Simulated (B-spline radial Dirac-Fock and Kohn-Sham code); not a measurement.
**Satellites and hypersatellites of the K lines of Fe⁺**

System: the Fe⁺ ion, configuration 1s2 2s2 2p6 3s2 3p6 3d6 4s1.

Method: Dirac-Fock ΔSCF + Breit + QED. Computed with a B-spline atomic structure program. Each two-hole energy is an average over J within one jj subconfiguration, not an observable level; in light atoms, where LS coupling holds, the j-resolved values are not observed lines, and for a K spectator the Kα1 hypersatellite is nearly forbidden. The model has no electron correlation.

Lines without a spectator: Kα2 (K-L2) 6389.7 eV, Kα1 (K-L3) 6401.9 eV, Kβ3 (K-M2) 7053.6 eV, Kβ1 (K-M3) 7055.1 eV. Shifts in eV with one spectator hole (a dash: not computed, or left out as unreliable):

```
spectator hole     Kα2     Kα1     Kβ3     Kβ1
        K (1s)  +272.6  +274.6  +339.5  +339.8
    L2 (2p1/2)  +24.97   +30.6       –   +69.2
    L3 (2p3/2)  +28.53  +27.31   +66.9       –
    M2 (3p1/2)       –   +2.11   +4.67   +6.20
    M3 (3p3/2)   +1.93       –   +5.86   +5.45
```

With n spectator holes in 2p, averaged over the 2p shell (energies in eV):

```csv
n,KαLⁿ,step,hypersatellite KαʰLⁿ
0,6397.8,–,6671.7
1,6426.2,+28.4,6701.3
2,6455.6,+29.4,6731.9
3,6486.0,+30.5,6763.6
4,6517.6,+31.6,6796.4
5,6550.3,+32.7,6830.4
```
